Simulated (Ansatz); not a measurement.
Compare A (`O=CC([SiH3])[SiH3]`) with its isomer B (`O[Si@H]1C[C@@H]1[SiH3]`).

Calculated with Ansatz (gas phase, PBE0-D4/def2-TZVP geometries, no zero-point term in ΔE). CBS: MP2 limit from def2 TZ/QZ plus the TZ coupled-cluster correction, frozen cores. DFT in def2-TZVPP. B3LYP here is the variant with VWN-RPA as its local correlation; programs differ in this. Each species was taken in one conformer, which may not be the lowest.

Which isomer does CCSD(T)/CBS put lower? Give the gap. (Estimate.)

Ansatz gave: B, by 82.6 kJ/mol.

Give E(B) − E(A) in kJ/mol with B3LYP, ωB97M-V, CCSD(T)/def2-TZVPP, HF/def2-TZVPP, PBE-D4, r2SCAN-D4, CCSD/def2-TZVPP. (Estimate.)

Computed: B3LYP -67.2, ωB97M-V -79.8, CCSD(T)/def2-TZVPP -72.6, HF/def2-TZVPP -54.7, PBE-D4 -70.1, r2SCAN-D4 -79.8, CCSD/def2-TZVPP -74.4. None reverses the order clearly.

Largest T1 diagnostic: 0.014.

From PBE to PBE0 (25 % exact exchange), in def2-TZVPP and without D4, E(B) − E(A) moves by −10.3 kJ/mol. In def2-TZVPP, CCSD(T) changes the Hartree–Fock value by −17.8 kJ/mol (the triples alone add +1.8 kJ/mol) and MP2 by −32.0 kJ/mol.
